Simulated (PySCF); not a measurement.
Numbering as in the mapped SMILES `[O:1]=[CH:2][O:3][C@@H:4]1[CH:5]=[CH:6][C@@H:7]1[F:8]`. Hydrogens are named by the atom that carries them.

[PySCF 2.14: GFN2-xTB geometry; shielding tensors at PBE0/pcSseg-1 (GIAO); isolated molecule; relativity neglected; one computed conformer]

Referencing at the same level of theory: TMS for ¹³C.

**Question.** Do the ¹³C shifts follow the atomic charges (in e)? Tabulate both.

**Answer.** 
```csv
atoms,hybridisation,δ (ppm),σ para (ppm),Hirshfeld,IAO,Mulliken,ESP-fitted
C2,sp2,164.8,-223,+0.18,+0.41,+0.43,+0.54
C6,sp2,152.9,-222,-0.04,-0.15,-0.11,-0.12
C5,sp2,151.5,-217,-0.03,-0.13,-0.03,-0.37
C7,sp3,93.8,-148,+0.06,+0.17,+0.28,+0.11
C4,sp3,76.7,-137,+0.03,+0.05,+0.03,+0.34
```

Correlation coefficients of δ with charge over these carbons: Hirshfeld +0.08, IAO -0.01, Mulliken +0.04, ESP-fitted -0.23; with the paramagnetic shielding -0.99. With so few points, grouped by hybridisation, these coefficients are fragile. Charge is one influence among several: hybridisation and low-lying excitations act through the paramagnetic term.

Shifts are as computed. Against solution values, carbons near 30 ppm lie about +3 ppm off and those near 130 ppm about +5 ppm. Of 1211 compounds with measured shifts, 218 miss one by over three times the rms of a fit or turn the order of signals round; such compounds aren't used in these exercises.
